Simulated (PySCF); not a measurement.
Computed with B3LYP-D3(BJ)/def2-TZVP // r2SCAN-D4/def2-SVP (PySCF). Isolated molecules, 0 K electronic values unless said otherwise. One relaxed conformer stands for a flexible species; it need not be the lowest. B3LYP has the VWN-RPA correlation part, as in Gaussian. 

Reference species: [Hf(OH)3(SH)] (neutral, multiplicity 1).

```json
{
  "mean_distance_from_the_central_atom_to_its_bonded_neighbours": "2.065 Å",
  "HOMO": "-6.67 eV",
  "coordination_number": "4"
}
```

Changed species: [Hf(SH)4] (4 of 4 OH replaced by SH; the reference has 1 of 4 OH replaced by SH).

Predict the effect on the mean distance from the central atom to its bonded neighbours, HOMO and coordination number.

the mean distance from the central atom to its bonded neighbours goes up by 0.373 Å, to 2.438 Å; the HOMO drops by 1.00 eV, to -7.67 eV; the coordination number is nearly the same.
